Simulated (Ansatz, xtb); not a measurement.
**AlCl2H2Si+: which of two structures lies lower**

Structure I: a singlet given by its coordinates. Structure II: a singlet given by its coordinates. Both are isolated ions in the gas phase, relaxed with r2SCAN-D4/def2-SVP.

I (Å):

```xyz
6

Al    0.2696    1.9594    0.4777
Cl    2.0124    2.8439    1.0480
Cl   -1.8329    2.8357    0.6036
Si   -1.5713    0.6980   -0.2558
H    -2.3181   -0.1944    0.6620
H    -2.0585    0.7675   -1.6539
```

Close contacts (Å): Al1–Cl2 2.04, Al1–Cl3 2.28, Al1–Si4 2.35, Cl3–Si4 2.32, Si4–H5 1.48, Si4–H6 1.48.

II (Å):

```yaml
atoms:
  - { symbol: Al, position_ang: [-0.3318, 0.2265, -0.4069] }
  - { symbol: Cl, position_ang: [0.1112, 0.3810, 1.7841] }
  - { symbol: Cl, position_ang: [3.0555, -1.2388, 0.5296] }
  - { symbol: Si, position_ang: [1.0502, -1.4516, 0.5506] }
  - { symbol: H, position_ang: [-1.1688, 1.1897, -1.2988] }
  - { symbol: H, position_ang: [0.5992, -2.6169, 1.3476] }
```

Close contacts (Å): Al1–Cl2 2.24, Al1–Si4 2.38, Cl2–Si4 2.40, Cl3–Si4 2.02, Al1–H5 1.56, Si4–H6 1.48.

Estimate which is lower in electronic energy at CCSD(T)/def2-TZVP, and by roughly how much.

The CCSD(T)/def2-TZVP calculation puts structure I lower, by 13.7 kcal/mol.

How the difference moves with the method:

| level | geometry | E(II) − E(I) (kcal/mol) | departure from the last row (kcal/mol) | job, with rough time for the two |
| --- | --- | --- | --- | --- |
| r2SCAN-D4/def2-SVP | r2SCAN-D4/def2-SVP | +14.9 | +1.2 | optimisation, 2.3 min |
| HF/def2-TZVP | r2SCAN-D4/def2-SVP | +14.7 | +1.0 | part of the CCSD(T) run |
| MP2/def2-TZVP | r2SCAN-D4/def2-SVP | +13.6 | −0.1 | part of the CCSD(T) run |
| CCSD(T)/def2-TZVP | r2SCAN-D4/def2-SVP | +13.7 |  | single point, 41 s |

The levels shown agree on the order. The largest departure from CCSD(T)/def2-TZVP is that of r2SCAN-D4/def2-SVP, 1.2 kcal/mol. Levels run at GFN2-xTB geometries aren't shown.

With harmonic frequencies from r2SCAN-D4/def2-SVP (ideal gas, rigid rotor, one conformer each, 298.15 K, 1 atm): on the last row, ΔE + ΔZPE = +12.9, ΔH = +13.0, ΔG = +12.9 kcal/mol.

The correlated steps freeze 20 core orbitals. Mirror images aren't counted in ΔG. Run with Ansatz 0.2.0; the last row on 2 threads of Arm Neoverse V2 on a shared host.
